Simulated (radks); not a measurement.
Results of a calculation; reference values are marked as such.
Question: Ionisation of the krypton ion Kr+, [Ar] 3d10 4s2 4p5, to Kr2+, [Ar] 3d10 4s2 4p4, under several functionals. Dirac Kohn-Sham, spin-unpolarised, spherical densities, finite nucleus; open shells are shared between the two j in proportion to 2j + 1; a radial shooting solver on a logarithmic mesh with Libxc functionals. The NIST Atomic Spectra Database gives 24.360 eV (measured). Rank these functionals by the error of their Delta-SCF ionisation energy: AM05; LDA (Slater exchange, Perdew-Wang correlation); PW91; exchange-only PBE; LDA (Slater exchange, Perdew-Zunger correlation); RPBE; OLYP.

Answer: From best to worst: exchange-only PBE 24.085 eV (-0.274); RPBE 25.151 eV (+0.791); AM05 25.166 eV (+0.806); OLYP 25.175 eV (+0.816); PW91 25.252 eV (+0.892); LDA (Slater exchange, Perdew-Wang correlation) 25.345 eV (+0.985); LDA (Slater exchange, Perdew-Zunger correlation) 25.346 eV (+0.986). Spin polarisation and multiplet splitting are left out, so open shells lie too high by an amount that depends on their filling. Sharing an open shell by 2j + 1 raises it above the true ground level by a part of the spin-orbit splitting, which enters the differences from NIST.

Beside tabulated values, note that spin-unpolarised runs miss the spin-polarisation part of the exchange energy of open shells.
